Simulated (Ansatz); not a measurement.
Two isomers of CH6B2O: A = `BCBO`, B = `CBBO`.

Isolated molecules relaxed with PBE0-D4/def2-TZVP in Ansatz; ΔE leaves out vibrations. CBS: MP2 limit from def2 TZ/QZ plus the TZ coupled-cluster correction, frozen cores. DFT in def2-TZVPP. B3LYP here is the variant with VWN-RPA as its local correlation; programs differ in this. Each species was taken in one conformer, which may not be the lowest.

Q: Which isomer does CCSD(T)/CBS put lower? Give the gap. (Estimate.)

A: Computed: A, by 47.4 kJ/mol.

Q: Give E(B) − E(A) in kJ/mol with LDA (SPW92), CCSD(T)/def2-TZVPP, CCSD/def2-TZVPP, B2PLYP, CCSD(T)/def2-SVP, PBE0-D4, B3LYP. (An estimate is asked.)

A: Computed: LDA (SPW92) 44.8, CCSD(T)/def2-TZVPP 48.0, CCSD/def2-TZVPP 46.9, B2PLYP 46.1, CCSD(T)/def2-SVP 50.9, PBE0-D4 42.8, B3LYP 41.5. None reverses the order clearly.

Q: Does the order hold for the free energy at 298.15 K (harmonic terms from PBE0-D4)? (Best estimate.)

A: Computed: Yes: G(B) − G(A) = +46.9 kJ/mol, for one conformer each.

Largest T1 diagnostic: 0.013.

At CCSD(T), def2-SVP lies +3.5 kJ/mol from the extrapolated value and def2-TZVPP +0.6 kJ/mol. Leaving LDA and LC-ωPBE aside and taking each functional with its dispersion term where it has one, the values, not all of them listed here, spread over 8.7 kJ/mol, from PBE-D4 to ωB97M-V. LDA lies +5.6 kJ/mol from PBE without D4.
